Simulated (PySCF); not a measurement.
A structure optimised at B3LYP-D3(BJ)/def2-TZVP, used in a PySCF frequency run:

```xyz
4

Zn     0.0008     0.7451     0.0000
H      0.0275     2.2763     0.0000
S     -0.0819    -1.4414     0.0000
H      1.2580    -1.5663     0.0000
```

Problem. Write its SMILES, formula and point group.

Solution. [SH][ZnH], H₂SZn, Cs

Problem. What are its rotational constants (standard atomic weights)?

Solution. 287.15, 4.5724, 4.5007 GHz
